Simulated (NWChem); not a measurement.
System: SiNH₄OBr; SMILES Br[SiH](N)O

NWChem printed, in part:

```
             Northwest Computational Chemistry Package (NWChem) 7.3.0
             --------------------------------------------------------

 C1  symmetry detected

                             Geometry "geometry" -> ""
                             -------------------------

 Output coordinates in angstroms (scale by  1.889725989 to convert to a.u.)

  No.       Tag          Charge          X              Y              Z
 ---- ---------------- ---------- -------------- -------------- --------------
    1 Si                  14.0000    -0.00494865    -0.95509576    -0.38810993
    2 N                    7.0000     1.25502791    -1.86172464     0.30331719
    3 O                    8.0000    -1.42543492    -1.49780105     0.25848299
    4 Br                  35.0000     0.03467719     1.26295532     0.04459090
    5 H                    1.0000     0.10214692    -1.06034902    -1.86268684
    6 H                    1.0000     2.15692220    -1.92877301    -0.15259391
    7 H                    1.0000     1.31726701    -2.00133932     1.30534568
    8 H                    1.0000    -2.10247275    -0.82715317     0.39170820

 Effective nuclear repulsion energy (a.u.)     334.0179573156

                                 NWChem DFT Module
                                 -----------------

 Summary of "ao basis" -> "ao basis" (spherical)
 ------------------------------------------------------------------------------
       Tag                 Description            Shells   Functions and Types
 ---------------- ------------------------------  ------  ---------------------
 Si                          6-31g*                  8       18   4s3p1d
 N                           6-31g*                  6       14   3s2p1d
 O                           6-31g*                  6       14   3s2p1d
 Br                          6-31g*                 12       32   5s4p3d
 H                           6-31g*                  2        2   2s

            General Information
            -------------------
          SCF calculation type: DFT
          Wavefunction type:  closed shell.
          No. of atoms     :     8
          No. of electrons :    68
           Alpha electrons :    34
            Beta electrons :    34
          Charge           :     0
          Spin multiplicity:     1
          Use of symmetry is: off; symmetry adaption is: off
          Maximum number of iterations: 150
          AO basis - number of functions:    86
                     number of shells:    40
          Convergence on energy requested:  1.00D-06
          Convergence on density requested:  1.00D-05
          Convergence on gradient requested:  5.00D-04

              XC Information
              --------------
                      r^2SCAN Method XC Functional
               r^2SCAN metaGGA Exchange Functional  1.000
                     r^2SCAN Correlation Potential  1.000

             Grid Information
             ----------------
          Grid used for XC integration:  medium
          Radial quadrature: Mura-Knowles
          Angular quadrature: Lebedev.
          Tag              B.-S. Rad. Rad. Pts. Rad. Cut. Ang. Pts.
          ---              ---------- --------- --------- ---------
          Si                  1.10       88           8.0       590
          N                   0.65       49          10.0       434
          O                   0.60       49          10.0       434
          Br                  1.15      112          10.0       590
          H                   0.35       45          11.0       434
          Grid pruning is: on
          Number of quadrature shells:   478
          Spatial weights used:  Erf1

      Superposition of Atomic Density Guess
      -------------------------------------

 Sum of atomic energies:       -2991.94560669

      Non-variational initial energy
      ------------------------------

 Total energy =   -2993.330587
 1-e energy   =   -4826.007001
 2-e energy   =    1498.658456
 HOMO         =      -0.354212
 LUMO         =       0.065211

   convergence    iter        energy       DeltaE   RMS-Dens  Diis-err
 ---------------- ----- ----------------- --------- --------- ---------
 d= 0,ls=0.0,diis     1  -2995.6182413198 -3.33D+03  1.51D-02  7.79D-01
 d= 0,ls=0.0,diis     2  -2995.5433340804  7.49D-02  9.85D-03  1.49D+00
 d= 0,ls=0.0,diis     3  -2995.6941313311 -1.51D-01  2.25D-03  5.82D-02
 d= 0,ls=0.0,diis     4  -2995.6986211251 -4.49D-03  1.06D-03  1.09D-02
 d= 0,ls=0.0,diis     5  -2995.6997882969 -1.17D-03  1.85D-04  4.30D-04
  Resetting Diis
 d= 0,ls=0.0,diis     6  -2995.6998353975 -4.71D-05  6.68D-05  4.35D-05
 d= 0,ls=0.0,diis     7  -2995.6998398837 -4.49D-06  3.56D-05  2.01D-06
 d= 0,ls=0.0,diis     8  -2995.6998395413  3.42D-07  2.11D-05  4.77D-06
 d= 0,ls=0.0,diis     9  -2995.6998401601 -6.19D-07  2.09D-06  4.78D-08

         Total DFT energy =    -2995.699840160125
      One electron energy =    -4830.060229567311
           Coulomb energy =     1629.590726351741
    Exchange-Corr. energy =     -129.248294260110
 Nuclear repulsion energy =      334.017957315554

 Numeric. integr. density =       67.999997182963

                       DFT Final Molecular Orbital Analysis
                       ------------------------------------

 Vector   32  Occ=2.000000D+00  E=-2.749823D-01
              MO Center=  6.5D-02,  4.7D-01,  5.6D-03, r^2= 3.4D+00
   Bfn.  Coefficient  Atom+Function         Bfn.  Coefficient  Atom+Function
  ----- ------------  ---------------      ----- ------------  ---------------
    57      0.594985  4 Br px                53     -0.267925  4 Br px
    61      0.261908  4 Br px                59      0.222218  4 Br pz
    58      0.201052  4 Br py                36      0.166508  3 O  py
    22      0.136536  2 N  py                80      0.123880  5 H  s
    40      0.123127  3 O  py                26      0.113283  2 N  py

 Vector   33  Occ=2.000000D+00  E=-2.661437D-01
              MO Center= -1.6D-02,  9.9D-01, -2.8D-02, r^2= 2.3D+00
   Bfn.  Coefficient  Atom+Function         Bfn.  Coefficient  Atom+Function
  ----- ------------  ---------------      ----- ------------  ---------------
    59      0.700221  4 Br pz                55     -0.314907  4 Br pz
    63      0.314785  4 Br pz                57     -0.214015  4 Br px
    80      0.138948  5 H  s                 58     -0.130392  4 Br py
    36     -0.115080  3 O  py                53      0.096126  4 Br px
    51      0.094508  4 Br pz                61     -0.094819  4 Br px

 Vector   34  Occ=2.000000D+00  E=-2.436956D-01
              MO Center=  8.6D-01, -1.1D+00,  1.9D-01, r^2= 3.4D+00
   Bfn.  Coefficient  Atom+Function         Bfn.  Coefficient  Atom+Function
  ----- ------------  ---------------      ----- ------------  ---------------
    22      0.469867  2 N  py                26      0.402040  2 N  py
    57     -0.341612  4 Br px                58      0.229418  4 Br py
    53      0.152223  4 Br px                21      0.150240  2 N  px
    61     -0.148731  4 Br px                62      0.132442  4 Br py
    25      0.126662  2 N  px                12      0.113951  1 Si py

 Vector   35  Occ=0.000000D+00  E= 1.979580D-02
              MO Center= -2.0D-02,  1.3D-02, -1.5D-01, r^2= 4.0D+00
   Bfn.  Coefficient  Atom+Function         Bfn.  Coefficient  Atom+Function
  ----- ------------  ---------------      ----- ------------  ---------------
    10      1.088866  1 Si s                 62      0.697927  4 Br py
    12      0.553432  1 Si py                60     -0.540210  4 Br s
     6      0.483107  1 Si s                  8      0.473576  1 Si py
    58      0.386088  4 Br py                80     -0.358554  5 H  s
    56      0.324078  4 Br s                 38     -0.287814  3 O  s

 Vector   36  Occ=0.000000D+00  E= 2.997294D-02
              MO Center= -1.6D-01, -7.8D-01, -4.3D-01, r^2= 4.5D+00
   Bfn.  Coefficient  Atom+Function         Bfn.  Coefficient  Atom+Function
  ----- ------------  ---------------      ----- ------------  ---------------
    11      1.018939  1 Si px                38      0.623970  3 O  s
    24     -0.486626  2 N  s                  7      0.385348  1 Si px
    61     -0.236245  4 Br px                26     -0.221293  2 N  py
    57     -0.202614  4 Br px                86     -0.203108  8 H  s
    84      0.195416  7 H  s                  8      0.177010  1 Si py

 Vector   37  Occ=0.000000D+00  E= 4.679623D-02
              MO Center=  2.8D-01, -1.5D+00,  8.9D-02, r^2= 5.1D+00
   Bfn.  Coefficient  Atom+Function         Bfn.  Coefficient  Atom+Function
  ----- ------------  ---------------      ----- ------------  ---------------
    24      1.148804  2 N  s                 12      0.704502  1 Si py
    86     -0.557108  8 H  s                 38      0.495232  3 O  s
    82     -0.469160  6 H  s                 84     -0.401165  7 H  s
    60     -0.371521  4 Br s                  8      0.343376  1 Si py
    11     -0.342004  1 Si px                10     -0.295662  1 Si s

     Multipole analysis of the density
     ---------------------------------

     L   x y z        total         alpha         beta         nuclear
     -   - - -        -----         -----         ----         -------
     0   0 0 0     -0.000000    -34.000000    -34.000000     68.000000

     1   1 0 0      0.326150      0.163075      0.163075      0.000000
     1   0 1 0     -0.397760     -0.198880     -0.198880      0.000000
     1   0 0 1      0.155541      0.077771      0.077771      0.000000

     2   2 0 0    -27.249485    -81.727341    -81.727341    136.205196
     2   1 1 0     -3.810997      3.169352      3.169352    -10.149701
     2   1 0 1      0.106278     -0.258679     -0.258679      0.623637
     2   0 2 0    -35.991250   -232.868916   -232.868916    429.746581
     2   0 1 1     -0.579648      0.703833      0.703833     -1.987313
     2   0 0 2    -31.419504    -31.256683    -31.256683     31.093862

[...]
```

Level: r2SCAN/6-31G* (spherical d), vertical spin-unrestricted ions. All runs use the structure optimised with PBE0/def2-SVP.

Task: Reconstruct the input file.

Result: Several could match; the one computed here: the input that was run:
```
start job
memory heap 200 mb stack 900 mb global 1100 mb
geometry units angstroms noautoz
  Si    -0.044854    -1.026930    -0.390548
  N      1.314945    -1.742614     0.334939
  O     -1.382053    -1.550152     0.427089
  Br    -0.133129     1.229316    -0.289988
  H     -0.020936    -1.345873    -1.837831
  H      2.189795    -1.823437    -0.168915
  H      1.447801    -1.726187     1.339681
  H     -2.094662    -0.908710     0.508565
end
basis spherical
  * library 6-31g*
end
dft
  xc r2scan
  iterations 150
  vectors input atomic output neutral.movecs
end
task dft energy
charge 1
dft
  odft
  mult 2
  vectors input atomic output cation.movecs
end
task dft energy
```
